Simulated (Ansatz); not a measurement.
`C[O][GaH][O]C` from Hartree–Fock to CCSD(T)

```csv
atom,x (Å),y (Å),z (Å)
C1,1.371,-1.697,-1.010
O2,-0.036,-1.696,-1.067
Ga3,-1.029,-0.438,-0.316
O4,-0.067,0.813,0.508
C5,-0.627,1.913,1.175
H6,1.780,-1.678,-2.026
H7,1.779,-0.841,-0.460
H8,1.719,-2.615,-0.523
H9,-2.574,-0.445,-0.383
H10,-1.725,1.929,1.146
H11,-0.322,1.907,2.228
H12,-0.268,2.846,0.726
```

The species carries charge 0 and has multiplicity 1. Correlated methods include outer-core shells of Ga, which these sets cover unevenly. Scalar relativity is left out up to krypton. The structure was optimised at the PBE0-D4/def2-TZVP level. It is one conformer, not always the lowest. Frozen core, restricted reference, the Gaussian-basis code of Ansatz.

```json
{"basis": "def2-SVP", "HF (Eh)": "-2152.38440", "MP2 corr.": "?", "CCSD corr.": "?", "(T)": "?", "CCSD(T) total": "?"}
{"basis": "def2-TZVPP", "HF (Eh)": "-2152.90849", "MP2 corr.": "-1.05599", "CCSD corr.": "-1.08122", "(T)": "-0.04142", "CCSD(T) total": "-2154.03113"}
{"basis": "def2-QZVPP", "HF (Eh)": "-2152.96066", "MP2 corr.": "?", "CCSD corr.": "–", "(T)": "–", "CCSD(T) total": "–"}
```

Task: Fill in the withheld values. (An estimate is asked.)

Result: Computed: def2-SVP MP2 corr.: -0.87068; def2-SVP CCSD corr.: -0.90352; def2-SVP (T): -0.02490; def2-SVP CCSD(T) total: -2153.31282; def2-QZVPP MP2 corr.: -1.36348.
